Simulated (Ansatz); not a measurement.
Ansatz (a first-principles code) input (B3LYP-D3(BJ)/def2-TZVP):

Ansatz 0.2 input:
```yaml
crystal:
  periodic: [false, false, false]
  atoms:
    - {symbol: Si, position_ang: [-0.21535830, -0.06743306, 1.21149814]}
    - {symbol: O, position_ang: [0.41260495, -1.26883894, 0.02684676]}
    - {symbol: H, position_ang: [0.95591527, -0.86141413, -0.65139121]}
    - {symbol: O, position_ang: [-0.45706718, 1.29754249, 0.06243100]}
    - {symbol: H, position_ang: [-0.74229499, 0.99570272, -0.80271219]}
basis:
  gaussian:
    orbitals: def2-TZVP
hamiltonian:
  xc: b3lyp
  dispersion: d3bj
total_charge: -1
magnetization: {spin_polarized: true, initial_magnetization: 1}
relax: {f_tol: 0.002, max_steps: 150}
```

Output:

```
Functional definition: B3LYP
integrals: 0.03 GiB planned
651 factors; their error is unknown
mean field: 0.39 GiB planned
mean field evaluation 1: about -12006.6497 eV, gradient 2.0e1 eV
mean field evaluation 2: about -12004.5445 eV, gradient 3.3e1 eV
mean field evaluation 4: about -12007.9844 eV, gradient 4.3e-1 eV
mean field evaluation 8: about -12008.0192 eV, gradient 1.9e-1 eV
mean field evaluation 16: about -12008.0193 eV, gradient 3.1e-5 eV
mean field -12008.01927573 eV, -441.2865690552 hartree, gradient 3.1e-5 eV, S^2 0.756703; 0 other end points of the search recorded, 0 dependent functions left out
the calculation of the forces begins
reference -12008.01948390 eV, -441.2865767053 hartree; 17, 16 occupied and 94, 95 virtual orbitals, 651 factors
relax step   1: F+E_penalty+E_count = -12008.14697493 eV  Δ(F+E_penalty+E_count) = +0.000e0 eV  max|allowed force component| = 7.594e-1 eV/Å  Δτ_max = 0.0000 Å  (29 SCF iters, accepted)
these checks for a lower state are left out or cut short: starts, cluster_reference, orbital_swaps, neighbouring_geometries, increment
integrals: 0.03 GiB planned
651 factors; their error is unknown
mean field: 0.39 GiB planned
mean field -12007.98354019 eV, -441.2852557985 hartree, gradient 9.1e-6 eV, S^2 0.756880; 0 other end points of the search recorded, 0 dependent functions left out
the calculation of the forces begins
reference -12007.98375453 eV, -441.2852636753 hartree; 17, 16 occupied and 94, 95 virtual orbitals, 651 factors
relax step   2: F+E_penalty+E_count = -12008.11062318 eV  Δ(F+E_penalty+E_count) = +3.635e-2 eV  max|allowed force component| = 1.454e0 eV/Å  Δτ_max = 0.1946 Å  (38 SCF iters, rejected (line search))
these checks for a lower state are left out or cut short: starts, cluster_reference, orbital_swaps, neighbouring_geometries, increment
integrals: 0.03 GiB planned
651 factors; their error is unknown
mean field: 0.39 GiB planned
mean field -12008.05993212 eV, -441.2880631500 hartree, gradient 3.4e-5 eV, S^2 0.756846; 0 other end points of the search recorded, 0 dependent functions left out
the calculation of the forces begins
reference -12008.06014374 eV, -441.2880709271 hartree; 17, 16 occupied and 94, 95 virtual orbitals, 651 factors
relax step   3: F+E_penalty+E_count = -12008.18779891 eV  Δ(F+E_penalty+E_count) = -4.082e-2 eV  max|allowed force component| = 4.859e-1 eV/Å  Δτ_max = 0.0952 Å  (32 SCF iters, accepted)
these checks for a lower state are left out or cut short: starts, cluster_reference, orbital_swaps, neighbouring_geometries, increment
integrals: 0.03 GiB planned
651 factors; their error is unknown
mean field: 0.39 GiB planned
mean field evaluation 32: about -12007.8891 eV, gradient 5.1e0 eV
mean field -12008.06862319 eV, -441.2883825409 hartree, gradient 4.0e-5 eV, S^2 0.757000; 0 other end points of the search recorded, 0 dependent functions left out
the calculation of the forces begins
reference -12008.06883538 eV, -441.2883903386 hartree; 17, 16 occupied and 94, 95 virtual orbitals, 651 factors
relax step   4: F+E_penalty+E_count = -12008.19626543 eV  Δ(F+E_penalty+E_count) = -8.467e-3 eV  max|allowed force component| = 4.622e-1 eV/Å  Δτ_max = 0.0967 Å  (32 SCF iters, accepted)
these checks for a lower state are left out or cut short: starts, cluster_reference, orbital_swaps, neighbouring_geometries, increment
integrals: 0.03 GiB planned
651 factors; their error is unknown
mean field: 0.39 GiB planned
mean field -12008.07399482 eV, -441.2885799446 hartree, gradient 1.6e-5 eV, S^2 0.757167; 0 other end points of the search recorded, 0 dependent functions left out
the calculation of the forces begins
reference -12008.07420602 eV, -441.2885877062 hartree; 17, 16 occupied and 94, 95 virtual orbitals, 651 factors
relax step   5: F+E_penalty+E_count = -12008.20084473 eV  Δ(F+E_penalty+E_count) = -4.579e-3 eV  max|allowed force component| = 2.270e-1 eV/Å  Δτ_max = 0.0500 Å  (33 SCF iters, accepted)
these checks for a lower state are left out or cut short: starts, cluster_reference, orbital_swaps, neighbouring_geometries, increment
integrals: 0.03 GiB planned
651 factors; their error is unknown
mean field: 0.39 GiB planned
mean field -12008.07692964 eV, -441.2886877973 hartree, gradient 9.6e-6 eV, S^2 0.757097; 0 other end points of the search recorded, 0 dependent functions left out
the calculation of the forces begins
reference -12008.07714081 eV, -441.2886955579 hartree; 17, 16 occupied and 94, 95 virtual orbitals, 651 factors
relax step   6: F+E_penalty+E_count = -12008.20416614 eV  Δ(F+E_penalty+E_count) = -3.321e-3 eV  max|allowed force component| = 4.637e-2 eV/Å  Δτ_max = 0.0188 Å  (32 SCF iters, accepted)
these checks for a lower state are left out or cut short: starts, cluster_reference, orbital_swaps, neighbouring_geometries, increment
integrals: 0.03 GiB planned
651 factors; their error is unknown
mean field: 0.39 GiB planned
mean field -12008.07708365 eV, -441.2886934571 hartree, gradient 9.6e-6 eV, S^2 0.757078; 0 other end points of the search recorded, 0 dependent functions left out
the calculation of the forces begins
reference -12008.07729493 eV, -441.2887012217 hartree; 17, 16 occupied and 94, 95 virtual orbitals, 651 factors
relax step   7: F+E_penalty+E_count = -12008.20447246 eV  Δ(F+E_penalty+E_count) = -3.063e-4 eV  max|allowed force component| = 1.168e-2 eV/Å  Δτ_max = 0.0152 Å  (33 SCF iters, accepted)
these checks for a lower state are left out or cut short: starts, cluster_reference, orbital_swaps, neighbouring_geometries, increment
integrals: 0.03 GiB planned
651 factors; their error is unknown
mean field: 0.39 GiB planned
mean field evaluation 64: about -12008.0770 eV, gradient 2.9e-3 eV
mean field -12008.07704982 eV, -441.2886922139 hartree, gradient 9.7e-6 eV, S^2 0.757061; 0 other end points of the search recorded, 0 dependent functions left out
the calculation of the forces begins
reference -12008.07726114 eV, -441.2886999797 hartree; 17, 16 occupied and 94, 95 virtual orbitals, 651 factors
relax step   8: F+E_penalty+E_count = -12008.20454059 eV  Δ(F+E_penalty+E_count) = -6.814e-5 eV  max|allowed force component| = 9.854e-3 eV/Å  Δτ_max = 0.0116 Å  (33 SCF iters, accepted)
these checks for a lower state are left out or cut short: starts, cluster_reference, orbital_swaps, neighbouring_geometries, increment
integrals: 0.03 GiB planned
651 factors; their error is unknown
mean field: 0.39 GiB planned
mean field -12008.07704545 eV, -441.2886920533 hartree, gradient 1.7e-5 eV, S^2 0.757059; 0 other end points of the search recorded, 0 dependent functions left out
the calculation of the forces begins
reference -12008.07725675 eV, -441.2886998185 hartree; 17, 16 occupied and 94, 95 virtual orbitals, 651 factors
relax step   9: F+E_penalty+E_count = -12008.20454485 eV  Δ(F+E_penalty+E_count) = -4.254e-6 eV  max|allowed force component| = 3.368e-3 eV/Å  Δτ_max = 0.0012 Å  (25 SCF iters, accepted)
these checks for a lower state are left out or cut short: starts, cluster_reference, orbital_swaps, neighbouring_geometries, increment
integrals: 0.03 GiB planned
651 factors; their error is unknown
mean field: 0.39 GiB planned
mean field -12008.07704007 eV, -441.2886918557 hartree, gradient 9.8e-6 eV, S^2 0.757059; 0 other end points of the search recorded, 0 dependent functions left out
the calculation of the forces begins
reference -12008.07725135 eV, -441.2886996198 hartree; 17, 16 occupied and 94, 95 virtual orbitals, 651 factors
relax step  10: F+E_penalty+E_count = -12008.20454672 eV  Δ(F+E_penalty+E_count) = -1.879e-6 eV  max|allowed force component| = 1.827e-4 eV/Å  Δτ_max = 0.0007 Å  (25 SCF iters, accepted)
integrals: 0.03 GiB planned
651 factors; their error is unknown
mean field: 0.39 GiB planned
mean field evaluation 96: about -12008.0770 eV, gradient 3.1e-5 eV
mean field -12008.07704007 eV, -441.2886918557 hartree, gradient 1.0e-5 eV, S^2 0.757059; 1 other end points of the search recorded, 0 dependent functions left out
the calculation of the forces begins
reference -12008.07725135 eV, -441.2886996198 hartree; 17, 16 occupied and 94, 95 virtual orbitals, 651 factors
Total energy: -12008.20475800 eV, -441.2933854029 hartree
Atom 0 at    -0.201710    -0.062000     1.129950 Å, force     0.000032     0.000014    -0.000183 eV/Å
Atom 1 at     0.344143    -1.268668    -0.040431 Å, force    -0.000014     0.000038    -0.000006 eV/Å
Atom 2 at     1.091440    -0.910305    -0.533872 Å, force    -0.000108     0.000114     0.000112 eV/Å
Atom 3 at    -0.369800     1.304062     0.021176 Å, force     0.000057    -0.000114    -0.000028 eV/Å
Atom 4 at    -0.910274     1.032471    -0.730150 Å, force     0.000033    -0.000053     0.000105 eV/Å
Dipole moment:     0.116133     0.048847    -0.699658 e Å
```
